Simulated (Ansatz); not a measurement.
Isolated molecules relaxed with PBE0-D4/def2-TZVP in Ansatz; ΔE leaves out vibrations. CBS: MP2 limit from def2 TZ/QZ plus the TZ coupled-cluster correction, frozen cores. This one scheme is used for every species. DFT in def2-TZVPP. For Se outer-core shells are correlated without core-valence functions, which leaves a few kJ/mol of doubt a bond. Scalar relativity is left out up to krypton. Each species was taken in one conformer, which may not be the lowest.

`OC(O)[SiH2][SiH3]` + H₂Se → `[SiH3][SiH2][SeH]` + `OCO`  (ligand exchange at the Si–C bond)

| level | ΔE (kJ/mol) |
| --- | --- |
| PBE-D4 | -88.3 |
| MP2/def2-TZVPP | -96.5 |
| SCS-MP2/def2-QZVPP | -96.7 |
| CCSD/CBS(def2) | -95.4 |

**Question.** What does CCSD(T)/CBS give? (An estimate is asked.)

**Answer.** Computed: -93.9 kJ/mol. The listed levels differ from it by 5.6, -2.6, -2.8, -1.5 kJ/mol.

Largest T1 diagnostic among the species: 0.013.

From PBE to PBE0 (25 % exact exchange), in def2-TZVPP and without D4, ΔE moves by −5.5 kJ/mol. In def2-TZVPP, CCSD(T) changes the Hartree–Fock value by +13.2 kJ/mol (the triples alone add +1.5 kJ/mol) and MP2 by +6.5 kJ/mol.
